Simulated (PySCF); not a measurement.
**Electronic absorption of C7H5NOS**

Species: C₇H₅NOS.
SMILES: `C1=CSC(C2=CON=C2)=C1`

Computed, not measured: TDDFT CAM-B3LYP/def2-SVPD, vertical, gas phase, core orbitals frozen in the response in PySCF 2.14.0, density-fitted response routines. Isolated species at its PBE0-D3(BJ)/def2-SVP geometry (one conformer only). Torsions of this conformer, `[cH:1]1[cH:2][s:3][c:4](-[c:5]2[cH:6][n:7][o:8][cH:9]2)[cH:10]1`: S3–C4–C5–C6 -179°.

List the vertical singlet excitations with oscillator strengths and describe the spectrum.

```json
{"state": "S1", "E (eV)": "4.73", "E (kJ/mol)": "457", "λ (nm)": "262.0", "f": "0.270", "main configurations (H = HOMO, L = LUMO)": "H→L (95%)"}
{"state": "S2", "E (eV)": "5.53", "E (kJ/mol)": "534", "λ (nm)": "224.2", "f": "0.081", "main configurations (H = HOMO, L = LUMO)": "H-1→L (78%), H→L+6 (10%)"}
{"state": "S3", "E (eV)": "5.69", "E (kJ/mol)": "549", "λ (nm)": "218.0", "f": "0.033", "main configurations (H = HOMO, L = LUMO)": "H→L+1 (86%)"}
{"state": "S4", "E (eV)": "5.85", "E (kJ/mol)": "564", "λ (nm)": "212.0", "f": "0.0003", "main configurations (H = HOMO, L = LUMO)": "H→L+2 (40%), H→L+3 (38%), H→L+5 (8%)"}
{"state": "S5", "E (eV)": "6.27", "E (kJ/mol)": "605", "λ (nm)": "197.8", "f": "0.0024", "main configurations (H = HOMO, L = LUMO)": "H→L+2 (45%), H→L+3 (40%)"}
{"state": "S6", "E (eV)": "6.43", "E (kJ/mol)": "620", "λ (nm)": "192.9", "f": "0.0002", "main configurations (H = HOMO, L = LUMO)": "H-1→L+2 (40%), H-1→L+3 (34%), H-1→L+5 (9%)"}
```

The lowest singlet lies at 4.73 eV (262 nm, ultraviolet) and is strong; its leading configuration is HOMO→LUMO (95%). The lowest level is also the most intense of those listed (f = 0.270). Löwdin shares by element: HOMO carbon 59% or more (atoms not listed hold the other 41%); LUMO carbon 42% or more, sulfur 15% (atoms not listed hold the other 44%). The oscillator strengths of these states sum to 0.386; summed over the whole spectrum of an exact calculation they would give the number of electrons, 78 (Thomas–Reiche–Kuhn). The listed states span 1.70 eV, and the widest gap between neighbours is 0.80 eV (S1 to S2). Orbital energies (eV): HOMO-3 -10.44, HOMO-2 -9.84, HOMO-1 -8.86, HOMO -7.75, LUMO -0.35, LUMO+1 0.70, LUMO+2 1.05. Singlets were solved by full linear response.
